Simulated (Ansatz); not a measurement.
Reactions of `FC1N[SiH2]O1`.

Isolated molecules relaxed with PBE0-D4/def2-TZVP in Ansatz; ΔE leaves out vibrations. CCSD(T)/CBS is the MP2 limit (def2-TZVPP, def2-QZVPP) plus CCSD(T) − MP2 in def2-TZVPP, frozen cores. This one scheme is used for every species, atoms too. No spin–orbit coupling; open shells (•) take unrestricted orbitals. Spin–orbit coupling would lower the free atoms: a little for C, F, O, Si. Each species was taken in one conformer, which may not be the lowest.

```json
{"reaction": "`FC1N[SiH2]O1` → `N=C(F)O[SiH3]`", "CCSD(T)/CBS(def2) (kJ/mol)": "57"}
{"reaction": "`FC1N[SiH2]O1` + `CBC(O)F` → `O[Si@@H]1N[C@H](F)O1` + `CBCF`", "CCSD(T)/CBS(def2) (kJ/mol)": "-199"}
{"reaction": "`FC1N[SiH2]O1` → `NC(=O)[SiH2]F`", "CCSD(T)/CBS(def2) (kJ/mol)": "-90"}
{"reaction": "`FC1N[SiH2]O1` + H₂ → `C1N[SiH2]O1` + H–F", "CCSD(T)/CBS(def2) (kJ/mol)": "?"}
{"reaction": "`FC1N[SiH2]O1` → C• + F• + 4 H• + N• + O• + Si•", "CCSD(T)/CBS(def2) (kJ/mol)": "?"}
{"reaction": "`FC1N[SiH2]O1` → `F[SiH]1NCO1`", "CCSD(T)/CBS(def2) (kJ/mol)": "-189"}
{"reaction": "`FC1N[SiH2]O1` → `O/C(F)=N/[SiH3]`", "CCSD(T)/CBS(def2) (kJ/mol)": "73"}
{"reaction": "`FC1N[SiH2]O1` → `NC1(F)O[SiH2]1`", "CCSD(T)/CBS(def2) (kJ/mol)": "152"}
```

Problem. Fill in the missing values. (An estimate is asked.)

Solution. Computed: `FC1N[SiH2]O1` + H₂ → `C1N[SiH2]O1` + H–F: -39.4 kJ/mol; `FC1N[SiH2]O1` → C• + F• + 4 H• + N• + O• + Si•: +3397.4 kJ/mol.

Largest T1 diagnostic: 0.015, for `NC(=O)[SiH2]F`.
